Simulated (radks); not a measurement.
Values are calculated unless marked as measured or tabulated.
Ge4-, configuration [Kr]. Code: a radial shooting solver on a logarithmic mesh with Libxc functionals. Model: scalar-relativistic Kohn-Sham, PBE, spin-polarised, spherical densities, finite nucleus; Fermi nuclear charge, rms radius 4.0742 fm; Watson sphere of charge +4 and radius 3.03 bohr. Some entries of the table are withheld. Estimate them.

orbital  occ.  eigenvalue (eV)  r(max) (bohr)
1s          2        -10958.39            (1)
2s          2        -1369.459         0.1760
2p          6        -1196.354         0.1412
3s          2              (2)         0.5424
3p          6        -113.3304            (3)
3d         10              (4)            (5)
4s          2         -12.6576            (6)
4p          6          -5.9803          2.603

Answer. 
(1) 1s r(max) (bohr): 0.03073
(2) 3s eigenvalue (eV): -166.2011
(3) 3p r(max) (bohr): 0.5431
(4) 3d eigenvalue (eV): -27.1066
(5) 3d r(max) (bohr): 0.5038
(6) 4s r(max) (bohr): 1.878
